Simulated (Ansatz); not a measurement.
The cluster K₄H₄⁺, relaxed as a doublet with UKS PBE-D4/def2-SVP in Ansatz, starting from the GFN1-xTB geometry. Force threshold 0.02 eV/Å.

In the doublet, H7 and H8 lie 0.78 Å apart (atoms count from 1), so H2 has formed as a molecule. The structure comes from a short search, and lower isomers may exist.

Start:

Cartesian coordinates in Å:
```
K 2.113 0.112 1.821
K -0.165 -0.051 -0.966
K 4.329 -1.076 -1.647
K -1.400 1.365 2.261
H -0.128 -0.702 2.289
H -0.300 2.044 0.220
H -2.046 -1.181 -2.076
H -2.403 -0.510 -1.902
```

```csv
step,energy (eV),largest force component (eV/Å),SCF passes
1,-65325.9682,0.551,16
2,-65326.1626,0.226,16
3,-65326.2562,0.207,16
4,-65326.3446,0.163,16
5,-65326.4189,0.090,16
6,-65326.4687,0.184,16
7,-65326.4953,0.104,16
8 (rejected),-65326.4769,0.141,15
9,-65326.5046,0.035,15
10,-65326.5059,0.067,16
11 (rejected),-65326.4944,0.750,16
13,-65326.5074,0.017,17
15 (rejected),-65326.5073,0.050,16
17,-65326.5085,0.014,16
19,-65326.5089,0.060,17
21,-65326.5095,0.089,17
23,-65326.5106,0.230,17
25,-65326.5125,0.006,16
27,-65326.5204,0.159,15
29,-65326.5348,0.557,15
31,-65326.5497,0.058,15
33 (rejected),-65326.5540,0.187,15
35,-65326.5614,0.029,16
37,-65326.5619,0.010,17
```

Force components are those of the run's own axes.

End:

```xyz
8

K     1.653    0.166    1.964
K     0.347    0.176   -1.408
K     5.346   -1.112   -1.528
K    -1.989    1.181    1.426
H    -0.497   -0.887    0.896
H     0.295    1.938    0.535
H    -2.325   -0.866   -0.679
H    -2.830   -0.596   -1.206
```

Bonds lost: K1–K3, K2–K3, K2–H7, K2–H8 (atoms count from 1). Bonds formed: K1–H6, K2–H5 (atoms count from 1).

The force fell under the threshold at step 13, but the optimiser went on and released 0.054 eV more. No frequencies were taken in this run, so the end may be a saddle point.

It took 2.6 min on 4 threads of Intel Xeon on a shared host.
